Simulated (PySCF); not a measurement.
# S (sulfur, neutral) across methods

[Ne] 3s2 3p3 3d1, high-spin 5D determinant (an excited configuration). All numbers are calculated (PySCF 2.14, the non-relativistic Hamiltonian (point nucleus), in aug-cc-pwCVQZ).

| method | E (hartree) | mean ε 3s β (eV) | mean ε 3p α (eV) | mean ε 3d α (eV) | Σ⟨r²⟩ (bohr²) | ⟨S²⟩ |
| --- | --- | --- | --- | --- | --- | --- |
| PBE | -397.6386 | -17.900 | -10.824 | 0.653 | 39.05 | 6.000 |
| PBE0 | -397.6686 | -19.205 | -12.393 | 0.105 | 38.79 | 6.000 |
| PW91 | -397.7977 | -17.951 | -10.861 | 0.630 | 38.96 | 6.000 |
| LDA | -396.4252 | -18.151 | -10.824 | 0.718 | 39.03 | 6.000 |
| r2SCAN | -397.7776 | -17.883 | -11.374 | 0.670 | 38.73 | 6.001 |
| BHandHLYP | -397.8053 | -20.720 | -13.638 | -0.213 | 38.91 | 6.001 |
| UHF | -397.21306 | -21.606 | -16.480 | -1.256 | 38.91 | 6.001 |
| PBEsol | -397.0007 | -17.857 | -10.787 | 0.698 | 39.06 | 6.000 |

The outer electron is Rydberg-like, and this basis confines it to a smaller radius and binds it less than a complete one would.

The highest occupied level is positive at PBE, PBE0, PW91, LDA, r2SCAN, PBEsol: only the finite basis holds that electron, which in a density functional comes from self-interaction.
